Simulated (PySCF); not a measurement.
HCl3OTi, charge -1, doublet, at the geometry of the source list (the multiplicity is a formal guess) (in this run its highest filled SCF level lies above zero, so its values depend strongly on the basis, on diffuse functions most of all); CAMB3LYP/STO-3G (PySCF).

Input for PySCF:
```python
from pyscf import gto, scf, dft

mol = gto.Mole()
mol.atom = '''
    Ti    0.244700   -0.108300   -0.008100
    Cl    1.878000    1.076600   -0.676200
    Cl    0.924400   -0.915300    1.841600
    Cl    0.289700   -1.781600   -1.320800
    O    -1.234200    0.661300    0.044600
    H    -2.102600    1.067200    0.119000
'''
mol.basis = 'sto-3g'
mol.charge = -1
mol.spin = 1
mol.verbose = 4
mol.build()

mf = dft.UKS(mol)
mf.xc = 'camb3lyp'
mf.init_guess = '1e'
mf = mf.newton()
mf.kernel()
mf.analyze()
```

Task: Write the output that PySCF gives for this input, abridged.

Result: 
```
PySCF version 2.14.0

[INPUT] verbose = 4
[INPUT] num. atoms = 6
[INPUT] num. electrons = 83
[INPUT] charge = -1
[INPUT] spin (= nelec alpha-beta = 2S) = 1
[INPUT] symmetry False subgroup None
[INPUT] Mole.unit = angstrom
[INPUT] Symbol           X                Y                Z      unit          X                Y                Z       unit  Magmom
[...]
nuclear repulsion = 555.083936664932
number of shells = 27
number of NR pGTOs = 153
number of NR cGTOs = 51
basis = sto-3g
ecp = {}

******** <class 'pyscf.soscf.newton_ah.SecondOrderUKS'> ********
method = SecondOrderUKS
initial guess = 1e
damping factor = 0
level_shift factor = 0
DIIS = <class 'pyscf.scf.diis.CDIIS'>
diis_start_cycle = 1
diis_space = 8
diis_damp = 0
SCF conv_tol = 1e-09
SCF conv_tol_grad = None
SCF max_cycles = 50
direct_scf = True
direct_scf_tol = 1e-13
number electrons alpha = 42  beta = 41
XC library pyscf.dft.libxc version 7.1.2
    S. Lehtola, C. Steigemann, M. J. T. Oliveira, and M. A. L. Marques,  SoftwareX 7, 1–5 (2018)
XC functionals = camb3lyp
    T. Yanai, D. P. Tew, and N. C. Handy,  Chem. Phys. Lett. 393, 51 (2004)
radial grids:
    Treutler-Ahlrichs [JCP 102, 346 (1995); DOI:10.1063/1.469408] (M4) radial grids

becke partition: Becke, JCP 88, 2547 (1988); DOI:10.1063/1.454033
pruning grids: <function nwchem_prune>
grids dens level: 3
symmetrized grids: False
atomic radii adjust function: <function treutler_atomic_radii_adjust>
small_rho_cutoff = 0
******** <class 'pyscf.dft.uks.UKS'> Newton solver flags ********
SCF tol = 1e-09
conv_tol_grad = None
max. SCF cycles = 50
direct_scf = True
direct_scf_tol = 1e-13
max_cycle_inner = 12
max_stepsize = 0.05
ah_start_tol = 1e+09
ah_level_shift = 0
ah_conv_tol = 1e-12
ah_lindep = 1e-14
ah_start_cycle = 1
ah_max_cycle = 40
ah_grad_trust_region = 2.5
kf_interval = 4
kf_trust_region = 5
canonicalization = True
Set conv_tol_grad to 3.16228e-05
Initial guess from hcore.

tot grids = 101440

Initial guess E= -2258.38699141667  |g|= 4.8557
macro= 0  E= -2270.80225513985  delta_E= -12.4153  |g|= 5.21726  3 KF 15 JK
macro= 1  E= -2279.00611273893  delta_E= -8.20386  |g|= 2.23475  3 KF 15 JK
macro= 2  E= -2281.05589002868  delta_E= -2.04978  |g|= 0.582099  3 KF 16 JK
macro= 3  E= -2281.23372311343  delta_E= -0.177833  |g|= 0.0292763  5 KF 23 JK
macro= 4  E= -2281.24058678615  delta_E= -0.00686367  |g|= 0.0306879  4 KF 22 JK
macro= 5  E= -2281.24637746925  delta_E= -0.00579068  |g|= 0.017362  4 KF 24 JK
[...]
converged SCF energy = -2281.24656258442  <S^2> = 0.75140699  2S+1 = 2.0014065
Total Energy =                       -2281.246562584422009
[...]
spin_pop of  0 Ti 3pz       0.00011
spin_pop of  0 Ti 4px       0.00474
spin_pop of  0 Ti 4py       0.02022
spin_pop of  0 Ti 4pz       0.01133
spin_pop of  0 Ti 3dxy      0.04287
spin_pop of  0 Ti 3dyz      0.12796
spin_pop of  0 Ti 3dz^2     0.53641
spin_pop of  0 Ti 3dxz      0.01135
spin_pop of  0 Ti 3dx2-y2    0.18624
spin_pop of  1 Cl 1s       -0.00000
spin_pop of  1 Cl 2s        0.00000
spin_pop of  1 Cl 3s        0.00285
spin_pop of  1 Cl 2px       0.00000
spin_pop of  1 Cl 2py       0.00000
spin_pop of  1 Cl 2pz       0.00000
spin_pop of  1 Cl 3px       0.00782
spin_pop of  1 Cl 3py      -0.00185
spin_pop of  1 Cl 3pz       0.00262
spin_pop of  2 Cl 1s        0.00000
spin_pop of  2 Cl 2s        0.00000
spin_pop of  2 Cl 3s        0.00165
spin_pop of  2 Cl 2px      -0.00000
spin_pop of  2 Cl 2py       0.00002
spin_pop of  2 Cl 2pz      -0.00000
spin_pop of  2 Cl 3px      -0.00495
spin_pop of  2 Cl 3py       0.03147
spin_pop of  2 Cl 3pz      -0.00564
spin_pop of  3 Cl 1s        0.00000
spin_pop of  3 Cl 2s        0.00000
spin_pop of  3 Cl 3s        0.00015
spin_pop of  3 Cl 2px      -0.00000
spin_pop of  3 Cl 2py       0.00001
spin_pop of  3 Cl 2pz       0.00002
spin_pop of  3 Cl 3px      -0.00222
spin_pop of  3 Cl 3py       0.01814
spin_pop of  3 Cl 3pz       0.01490
spin_pop of  4 O 1s       -0.00000
spin_pop of  4 O 2s       -0.00167
spin_pop of  4 O 2px      -0.00232
spin_pop of  4 O 2py      -0.00578
spin_pop of  4 O 2pz      -0.00808
spin_pop of  5 H 1s       -0.00015
 ** Mulliken Spin Density (per atom)  **
spin density of  0 Ti =      0.95300
spin density of  1 Cl =      0.01144
spin density of  2 Cl =      0.02255
spin density of  3 Cl =      0.03101
spin density of  4 O =     -0.01785
spin density of  5 H =     -0.00015
 ** Mulliken pop alpha/beta on meta-lowdin orthogonal AOs **
 ** Mulliken pop       alpha | beta **
In total            42.00000 | 41.00000
 ** Mulliken atomic charges   ( Nelec_alpha | Nelec_beta ) **
charge of  0Ti =      0.68431  (    11.13434     10.18134 )
charge of  1Cl =     -0.50020  (     8.75582      8.74438 )
charge of  2Cl =     -0.50274  (     8.76264      8.74009 )
charge of  3Cl =     -0.50050  (     8.76576      8.73475 )
charge of  4O =     -0.33308  (     4.15762      4.17546 )
charge of  5H =      0.15221  (     0.42382      0.42397 )

WARN: System has nonzero charge -1; the dipole moment is origin-dependent.
Location of origin: [0. 0. 0.]

Dipole moment(X, Y, Z, Debye): -6.34491,  4.15365,  0.55138
```
